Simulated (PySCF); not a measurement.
Structure problem from calculated spectra and properties.

Formula: C5H5ClS.

* Dipole: 1.77 D [B3LYP/def2-SVPD]
* Polarisability: 89.3 au [B3LYP/def2-SVPD]
* Rotational structure: rotational constants A, B, C: 2.571, 1.840, 1.080 GHz [GFN2-xTB]
* 13C NMR: chemical shifts (computed TMS as zero) by class: 141.4 (1 C), 139.5 (1 C), 132.7 (1 C), 130.7 (1 C), 15.8 (1 C) ppm [GIAO PBE0/pcSseg-1]
* UV, first state: lowest singlet excitation: 5.24 eV (237 nm, f = 0.119) [TDDFT B3LYP/def2-SVPD]
* Triplet: lowest triplet excitation (Tamm–Dancoff): 3.55 eV [TDA B3LYP/def2-SVPD]
* 1H NMR: chemical shifts (computed TMS as zero) by class: 6.93 (1 H), 6.90 (1 H), 2.40 (3 H) ppm [GIAO PBE0/pcSseg-1]
* NMR, other nuclei: isotropic shieldings of nuclei other than C and H, by class: 257 (1 S), 770 (1 Cl) ppm [GIAO PBE0/pcSseg-1]

Gas-phase values; electronic properties from PySCF, density fitting. Levels stand in brackets. Isolated species at its GFN2-xTB geometry, gas phase. GFN2-xTB frequencies show an imaginary mode (40i cm⁻¹), so this geometry is no minimum at that level. NMR classes are plain means over equivalent atoms (diastereotopic ones count apart unless rotation or inversion swaps them), as if these changed places fast.

**Question.** Give a SMILES that accounts for the data.

**Answer.** Numbering: `[CH3:1][c:2]1[cH:3][cH:4][s:5][c:6]1[Cl:7]`. Its formula, C5H5ClS, gives 3 degrees of unsaturation: 1 ring and 2 π bonds in the structure found (Kekulé form). 5 carbons fall into 5 classes; from least to most shielded: aromatic C–Cl carbon [C6] (141.4 ppm), substituted aromatic carbon [C2] (139.5 ppm), aromatic CH carbon [C3] (132.7 ppm), aromatic CH next to a ring sulfur [C4] (130.7 ppm), benzylic-type carbon [C1] (15.8 ppm). Hydrogen classes from least to most shielded: 1 H on an aromatic CH carbon, C3 (6.93 ppm), 1 H on an aromatic CH next to a ring sulfur, C4 (6.90 ppm), 3 H on a benzylic-type carbon, C1 (2.40 ppm). The other shieldings belong to: 257 ppm, thiophene-type sulfur [S5]; 770 ppm, aryl chlorine [Cl7]. S1 is mainly HOMO→LUMO (weight 0.96); the largest Löwdin shares of the orbital it empties are 0.24 on the aromatic C–Cl carbon, 0.22 on the aromatic CH next to a ring sulfur, 0.19 on the aryl chlorine and 0.15 on the substituted aromatic carbon, of the orbital it fills 0.22 on the thiophene-type sulfur, 0.22 on the aromatic CH next to a ring sulfur, 0.19 on the aromatic C–Cl carbon and 0.13 on the aromatic CH carbon. By its constants the optimised geometry is an asymmetric top. Structure: `Cc1ccsc1Cl` (2-chloro-3-methylthiophene). Computed isomers that give other values at the same levels: `CC#CC(=S)CCl` (13C chemical shifts (computed TMS as zero) by class: 237.8 (1 C), 126.5 (1 C), 94.3 (1 C), 62.8 (1 C), 7.4 (1 C) ppm). The assignments are read from this structure; whether some other isomer fits the data as well wasn't checked.
